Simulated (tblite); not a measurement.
Start geometry of `CC(=C(S(O)(=O)=O)F)C` from a force field or distance geometry (Å):
```
atom  x, y, z in Å
C1    -1.5163   -1.4194    0.5627
C2    -0.5415   -0.3283    0.2041
C3    -1.1437    1.0365    0.1640
C4     0.7569   -0.6354   -0.0214
F5     1.1331   -1.9450    0.0800
S6     1.9694    0.5449   -0.4093
O7     1.9588    1.6514    0.5273
O8     3.2257   -0.1001   -0.7572
O9     1.4105    1.0966   -1.8135
H10   -2.3272   -1.4572   -0.1807
H11   -1.0717   -2.4121    0.6092
H12   -1.9795   -1.2182    1.5428
H13   -1.5340    1.3200    1.1609
H14   -1.9922    1.0420   -0.5411
H15   -0.4766    1.8369   -0.1628
H16    2.1207    0.9962   -2.4629
```

**Question.** What comes out of this run: tblite, GFN2-xTB geometry optimisation, gas phase?

**Answer.** 
```
atom  x, y, z in Å
C1    -1.5498   -1.4414    0.5607
C2    -0.5762   -0.3445    0.2540
C3    -1.1054    1.0496    0.2462
C4     0.6969   -0.5859   -0.0160
F5     1.2260   -1.8225   -0.0666
S6     1.9474    0.6253   -0.4394
O7     1.8310    1.7729    0.3971
O8     3.2139   -0.0116   -0.5898
O9     1.4444    1.0446   -1.9171
H10   -2.3719   -1.4125   -0.1525
H11   -1.0741   -2.4167    0.5186
H12   -1.9665   -1.2926    1.5555
H13   -1.7336    1.2106    1.1201
H14   -1.7218    1.2007   -0.6395
H15   -0.2983    1.7733    0.2416
H16    2.0303    0.6596   -2.5711
```

The energy falls by 5.9 kcal/mol over 98 L-BFGS steps, the largest force on an atom goes from 2.60 to 0.009 eV/Å, and the atoms move by 0.207 Å rms after alignment. The bond that changes most is C4–S6 (vinylic C–F carbon to sulfonyl sulfur), which lengthens by 0.056 Å. Bonds longer at the end by more than 0.005 Å: 2 of 15; shorter: 11. Among the angles that change most is F5–C4–S6, from 118.4° to 109.7°. Among the dihedrals that turn most is O7–S6–O9–H16, from 118° to 139°. Rotational constants go from 2217, 1144, 903.7 to 2264, 1144, 911.9 MHz. The orientation of the end geometry is arbitrary; only internal coordinates are fixed.

On an Arm Neoverse V1 with one thread (shared host), this took 0.69 s wall.

Its GFN2-xTB frequencies are all real (lowest 22 cm⁻¹). The numbers are those of one conformer. 2 starts were optimised and ended at 0.00 and 0.03 kcal/mol (GFN2-xTB); the lowest of these is shown.

All values are computed, not measured.
